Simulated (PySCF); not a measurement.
Species: (LiCl)4 cube, Li4Cl4.
Cartesian coordinates in Å at the PBE0-D3(BJ)/def2-SVP level; atoms count from 1:
```xyz
8
Li4Cl4 angstrom
Li    -0.385   -0.969    1.415
Cl     1.806   -1.056    0.684
Li     1.246    1.179    0.415
Cl    -0.734    1.321    1.605
Li    -1.450    0.845   -0.547
Cl    -1.553   -1.468   -0.520
Li     0.592   -1.056   -1.289
Cl     0.478    1.204   -1.763
```

The closed-shell ground state was solved at several levels (PySCF, density fitting, gas phase, non-relativistic).

| level | basis functions | total energy (Eh) | HOMO (eV) | LUMO (eV) | gap (eV) | dipole (D) |
| --- | --- | --- | --- | --- | --- | --- |
| PBE0/def2-SVPD | 156 | -1870.1741 | -8.61 | -0.72 | 7.89 | 0.05 |
| PBE0/pcSseg-1 | 144 | -1870.6366 | -8.73 | -0.69 | 8.04 | 0.05 |

Q: Estimate the row for B3LYP/pcSseg-1, a basis of 144 functions; the other rows only guide the guess.

A: Total energy -1871.4201 Eh, HOMO -8.44 eV, LUMO -0.95 eV, gap 7.49 eV, dipole 0.05 D.

Q: Over all these levels, which gives the widest orbital gap and which the narrowest?

A: PBE0/pcSseg-1 (global hybrid, 25 % exact exchange) has the widest, 8.04 eV, and B3LYP/pcSseg-1 (global hybrid, 20 % exact exchange) the narrowest, 7.49 eV. The two share the basis. From the narrowest to the widest the HOMO moves by -0.29 eV and the LUMO by +0.26 eV.

Q: How far do the dipole and the HOMO energy spread over the levels?

A: The dipole runs from 0.05 to 0.05 D (mean 0.05 D) and the HOMO from -8.73 to -8.44 eV.

One conformer stands for the species.
